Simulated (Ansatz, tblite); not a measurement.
Cost and result up the ladder for tetraphenylsilane (C24H20Si) (45 atoms). Total charge 0; singlet. Geometry: PBE-D4/def2-SVP.

```xyz
45

C     0.6551    0.4384    4.6591
C     1.3516   -0.5525    3.9494
C     1.1711   -0.6837    2.5633
C     0.2944    0.1716    1.8603
Si    0.0005   -0.0004   -0.0011
C    -1.6329   -0.9011   -0.3203
C    -2.6332   -1.0132    0.6702
C    -3.8475   -1.6643    0.4005
C    -4.0838   -2.2150   -0.8689
C    -3.1005   -2.1153   -1.8666
C    -1.8864   -1.4674   -1.5916
C    -0.0565    1.7347   -0.7543
C     0.8787    2.7114   -0.3391
C     0.8790    3.9981   -0.8992
C    -0.0645    4.3345   -1.8835
C    -1.0038    3.3799   -2.3043
C    -0.9979    2.0924   -1.7443
C     1.3966   -1.0062   -0.7891
C     2.4591   -0.3936   -1.4891
C     3.4971   -1.1600   -2.0426
C     3.4913   -2.5569   -1.9038
C     2.4426   -3.1848   -1.2125
C     1.4047   -2.4154   -0.6645
C    -0.3939    1.1682    2.5910
C    -0.2198    1.2998    3.9773
H     0.7984    0.5439    5.7456
H     2.0445   -1.2253    4.4783
H     1.7292   -1.4613    2.0170
H    -2.4571   -0.5915    1.6730
H    -4.6124   -1.7465    1.1883
H    -5.0345   -2.7287   -1.0803
H    -3.2783   -2.5503   -2.8625
H    -1.1176   -1.4094   -2.3795
H     1.6158    2.4655    0.4429
H     1.6149    4.7445   -0.5617
H    -0.0707    5.3456   -2.3194
H    -1.7500    3.6412   -3.0706
H    -1.7452    1.3544   -2.0782
H     2.4719    0.7016   -1.6111
H     4.3132   -0.6636   -2.5902
H     4.3032   -3.1590   -2.3404
H     2.4300   -4.2807   -1.1054
H     0.5805   -2.9230   -0.1369
H    -1.0723    1.8609    2.0664
H    -0.7648    2.0823    4.5281
```

Ansatz on 2 threads of AMD EPYC 7R13 on a shared host and a share (18 GiB) of an NVIDIA H100 80GB HBM3; xTB runs through tblite on one thread. Times are rough, summed over both states, and most runs start from the orbitals of an earlier one. PBE0-D4/def2-TZVP serves as the yardstick here, not as an exact answer. The other state is a triplet.

The xTB rows come from tblite. Single mean-field runs in def2-TZVP are fitted with def2-universal-jkfit.

xTB has no spin-polarisation term.

```csv
level,functions,wall time
GFN1-xTB,145,0.2 s
GFN2-xTB,125,0.22 s
PBE-D4/def2-TZVP,901,42 s
PBE0-D4/def2-TZVP (with forces),901,49 s
```

Problem. Estimate what each level gives for the vertical triplet (eV).

Solution. 
```json
{"level": "GFN1-xTB", "vertical triplet (eV)": "3.77", "difference from PBE0-D4/def2-TZVP (eV)": "-0.26"}
{"level": "GFN2-xTB", "vertical triplet (eV)": "3.77", "difference from PBE0-D4/def2-TZVP (eV)": "-0.26"}
{"level": "PBE-D4/def2-TZVP", "vertical triplet (eV)": "4.06", "difference from PBE0-D4/def2-TZVP (eV)": "0.02"}
{"level": "PBE0-D4/def2-TZVP (with forces)", "vertical triplet (eV)": "4.03", "difference from PBE0-D4/def2-TZVP (eV)": "0.00"}
```
